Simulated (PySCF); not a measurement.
H₃S, SMILES [SH3+], charge +1. Atoms are numbered in the order given.

```xyz
4

S      0.0000     0.0000     0.1143
H      0.9950    -0.5745    -0.6098
H     -0.9950    -0.5745    -0.6098
H      0.0000     1.1489    -0.6098
```
Charge +1, spin multiplicity 1.

The structure is a stationary point at B3LYP-D3(BJ)/def2-TZVPD. The isomer is the one that the SMILES or the coordinates give; other isomers of the formula were not compared.

These are PySCF with TDA-PBE0/def2-TZVPD values and carry that method's errors.

Vertical excitations; the highest root listed may be one member of a degenerate set. The molecule is in vacuum. State labels are in the subgroup Cs.

Computed excitation energies, oscillator strengths and character:
```tsv
state	symmetry	energy (eV)	λ (nm)	f	main pairs
S1	A'	9.60	129	0.051	HOMO→LUMO+1 (degenerate set)
S2	A"	9.60	129	0.051	HOMO→LUMO (degenerate set)
S3	A'	10.55	118	0.088	HOMO→LUMO+2 98 %
S4	A"	11.57	107	0.000	HOMO−1→LUMO 50 %, HOMO−2→LUMO+1 50 %
S5	A'	12.51	99	0.017	HOMO−1→LUMO+1, HOMO−2→LUMO, HOMO→LUMO+3, HOMO−1→LUMO+2 (degenerate set)
S6	A"	12.51	99	0.017	HOMO−2→LUMO+1, HOMO−1→LUMO, HOMO→LUMO+4, HOMO−2→LUMO+2 (degenerate set)
S7	A'	12.79	97	0.010	HOMO→LUMO+5 44 %, HOMO−2→LUMO 27 %, HOMO−1→LUMO+1 27 %
S8	A'	13.14	94	0.002	HOMO→LUMO+3, HOMO−1→LUMO+2 (degenerate set)
S9	A"	13.14	94	0.002	HOMO→LUMO+4, HOMO−2→LUMO+2 (degenerate set)
S10	A"	13.54	92	0.236	HOMO→LUMO+6 31 %, HOMO−2→LUMO+2 29 %, HOMO→LUMO+4 29 %
T1	A"	7.77	159	0	HOMO→LUMO (degenerate set)
T2	A'	7.77	159	0	HOMO→LUMO+1 (degenerate set)
T3	A'	9.63	129	0	HOMO→LUMO+2 54 %, HOMO−1→LUMO+1 22 %, HOMO−2→LUMO 22 %
T4	A'	10.29	121	0	HOMO→LUMO+2 45 %, HOMO−1→LUMO+1 27 %, HOMO−2→LUMO 27 %
```
Triplets are in the Tamm–Dancoff approximation.
